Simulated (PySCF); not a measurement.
B(SH)3 (BH3S3), SMILES SB(S)S.

Geometry optimised at PBE0-D3(BJ)/def2-SVP. Other conformers were not sampled.

Calculation: PBE0-D3(BJ)/def2-SVP in PySCF.

Frequencies are harmonic and unscaled.

```csv
mode,ν (cm⁻¹),IR (km/mol),moving atoms (share of kinetic energy)
1,66,4.2,H 96 %
2,213,0.7,S 89 %
3,234,4.0,"S 84 %, H 10 %"
4,321,30.7,"H 84 %, S 10 %"
5,370,18.9,H 90 %
6,416,4.4,"B 78 %, H 17 %"
7,449,0.1,S 98 %
8,763,103.3,"H 64 %, S 20 %, B 16 %"
9,793,16.3,"H 86 %, B 10 %"
10,803,34.1,"H 81 %, B 11 %, S 8 %"
11,1023,97.6,"B 65 %, H 28 %"
12,1063,105.7,"B 66 %, H 22 %, S 12 %"
13,2715,0.2,H 97 %
14,2720,1.0,H 97 %
15,2729,1.4,H 97 %
```
